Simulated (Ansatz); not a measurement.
HS (SMILES [SH-]), charge -1, singlet, at a GFN2-xTB geometry (a gas-phase anion, which may not be bound at this level); SC-NEVPT2/6-31G, CASSCF(2,4) (Ansatz, a quantum-chemistry and plane-wave program).

Input for Ansatz:
Ansatz 0.2 input:
```yaml
crystal:
  periodic: [false, false, false]
  atoms:
    - {symbol: S, position_ang: [-0.00000000, -0.00000000, -0.07863597]}
    - {symbol: H, position_ang: [0.00000000, 0.00000000, 1.25817552]}
basis:
  gaussian:
    orbitals: 6-31G
total_charge: -1
magnetization: {spin_polarized: false}
correlation: {method: sc_nevpt2, electrons: all, active_space: {window: {electrons: 2, orbitals: 4}}}
```

Problem. Predict the main parts of the log of this Ansatz run.

Solution. 
```
Functional definition: HF
172 factors; integrals over basis functions are off by at most 2.9e-4 eV
mean field evaluation 1: about -10831.7268 eV, gradient 9.9e0 eV
mean field evaluation 2: about -10831.7307 eV, gradient 9.9e0 eV
mean field evaluation 4: about -10832.1848 eV, gradient 3.9e-1 eV
mean field evaluation 8: about -10832.1854 eV, gradient 1.7e-6 eV
mean field -10832.18541967 eV, -398.0754718539 hartree, gradient 1.6e-6 eV, S^2 0.000000; 0 other end points of the search recorded, 0 dependent functions left out
reference -10832.18541967 eV, -398.0754718539 hartree; 9, 9 occupied and 6, 6 virtual orbitals, 172 factors
state -10832.73686205 eV, -398.0957369875 hartree
state -10832.73686205 eV, -398.0957369875 hartree; corrected -10833.81097775 eV, -398.1352100114 hartree
Total energy: -10833.81097775 eV, -398.1352100114 hartree
```
